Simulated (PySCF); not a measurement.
Species: C5H2F3O (doublet state).
SMILES with atom numbers: `[CH2:1][C:2]#[C:3][C:4](=[O:5])[C:6]([F:7])([F:8])[F:9]` (hydrogens: H10, H11 on C1)

Structure used (GFN2-xTB), in Å, numbered top down from 1:
```xyz
11
C5H2F3O angstrom
C     -2.745    0.439    0.368
C     -1.510   -0.017    0.150
C     -0.370   -0.442   -0.054
C      0.939   -0.894   -0.276
O      1.287   -1.933   -0.787
C      1.990    0.144    0.235
F      1.837    0.382    1.550
F      3.241   -0.258    0.042
F      1.843    1.327   -0.386
H     -3.606   -0.142    0.082
H     -2.902    1.396    0.835
```

The hyperfine couplings belong to this conformer and change with its torsions.

Method: UKS B3LYP, pcH-1 on C F H O, non-relativistic, mean-field spin-orbit, GIAO (PySCF 2.14.0). Isolated species at its GFN2-xTB geometry, gas phase. The geometry wasn't refined by DFT: couplings that depend on bond lengths, twists or pyramidal angles can differ widely from those at the functional's own minimum. No stability test was run, so a lower SCF solution isn't excluded. ⟨S²⟩ is 0.778 where a pure state has 0.75.

Q: Break the g tensor into its mass correction, gauge correction and orbital-Zeeman/spin–orbit terms.

A: 
```csv
Δg (ppm),1,2,3
relativistic mass correction,-178,-178,-178
gauge correction,-5,34,38
orbital Zeeman/spin–orbit,-46,1688,3728
total,-228,1545,3588
```

So g = 2.00209, 2.00386, 2.00591 and g_iso = 2.00395; the tensor is rhombic: the two nearest values differ by 46 % of g3 − g1. Axes: g2 points within 13° of the C1–H10 bond.

Q: How much does each term add to the isotropic shift?

A: The orbital-Zeeman/spin–orbit term 1790, the mass correction -178 and the gauge correction 23 ppm, for a total of 1635 ppm. The orbital-Zeeman/spin–orbit term is the largest in size. The mass correction is the same along every axis, so the anisotropy comes from the other two: their spans along these axes are 43 (gauge) and 3774 ppm (orbital Zeeman/spin–orbit).

Q: What effective moment and Curie constant follow for a powder?

A: With the mean of g² = 4.0158 and S(S+1) = 0.75: μ_eff = √(⟨g²⟩S(S+1)) = 1.735 μB and χT = 0.12505·⟨g²⟩·S(S+1) = 0.377 cm³ K/mol (cgs; spin-Hamiltonian part alone).

Q: At 9.5 GHz, how far is the centre of the isotropic spectrum from where a free electron (g = 2.002319) resonates?

A: B = hν/(g μB) with μB/h = 13.99624 MHz/mT gives 338.98 mT for the free electron and 338.71 mT at g_iso, 0.28 mT lower.

Q: In a frozen sample, at which fields do the three g values resonate at 9.5, 34, 94 and 263 GHz (hyperfine left aside), and which band first spreads them over more than twice a line width of 0.5 mT?

A: 
| band | GHz | B(g3) mT | B(g2) mT | B(g1) mT | spread mT |
| --- | --- | --- | --- | --- | --- |
| X | 9.5 | 338.38 | 338.72 | 339.02 | 0.65 |
| Q | 34.0 | 1211.03 | 1212.27 | 1213.34 | 2.31 |
| W | 94.0 | 3348.15 | 3351.57 | 3354.54 | 6.38 |
| J | 263.0 | 9367.71 | 9377.26 | 9385.57 | 17.86 |

The spread grows in proportion to the frequency. Q band is the first where it exceeds 1.0 mT.

The largest Mulliken spin populations are on C1 (+0.67), C3 (+0.49), C2 (-0.25) and O5 (+0.22). Three atoms exceed +0.15. The angles at C1 add up to 360.0°, so it is planar; its axial dipolar tensor and the negative couplings of its protons fit spin in a p orbital normal to that plane.

The HOMO–LUMO gaps are 5.10 eV among the α and 3.77 eV among the β orbitals.
